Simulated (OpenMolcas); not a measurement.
## Fe III: the spin-orbit constant, worked from levels

```yaml
Program: OpenMolcas
Basis: ANO-RCC-VTZP [6s5p3d2f1g]
Scalar_Hamiltonian: DKH2, point nucleus
Active_space: 12 electrons in 8 orbitals (RAS1 3p, at most 2 holes; RAS2 3d)
State_averaging: 2S+1 = 5 even, 5 roots; 2S+1 = 3 even, 45 roots; 2S+1 = 1 even, 44 roots
Spin-orbit_coupling: state interaction with AMFI integrals over the reference wave functions, term energies averaged over their components
```

Methods: RASSCF; MS-RASPT2, IPEA 0.25 Eh, imaginary shift 0.1 Eh (closed shells correlated: 3s). Measured levels: Corliss and Sugar, J. Phys. Chem. Ref. Data 11, 135 (1982).

**The spin-orbit constant.** For the Hund term 5D of d6, E(J) = (A/2) J(J+1) + constant and ζ = -2S·A = -4A. From J = 0 to J = 4 the energy changes by 10 A.

```
   Source  E(4) - E(0)       A    ζ
   RASSCF      -1045.9  -104.6  418
MS-RASPT2      -1046.3  -104.6  419
 measured      -1027.3  -102.7  411
```

All in cm-1. MS-RASPT2 is off by +1.8 % and RASSCF by +1.8 %. Both methods take the spin-orbit matrix elements from the reference wave functions, so the second can move ζ only through the term energies and any multistate remixing. Second-order mixing with other terms is absorbed into this ζ.

Active for correlation alone: 3p; no level in the range computed is led by a configuration that opens it, so any true level of that kind is missing. Without dynamic correlation excited terms often stand tens of per cent too high (terms of higher spin than the ground term too low), and those without a measured partner can miss by more than the paired ones (holds for RASSCF). Computed and measured levels are paired by configuration, term and J; levels that our copy of the source lacks, or whose pairing is in doubt (as where it misses far off the trend of its configuration), stay unpaired and out of the deviations. Levels of configurations outside the active space are missing.
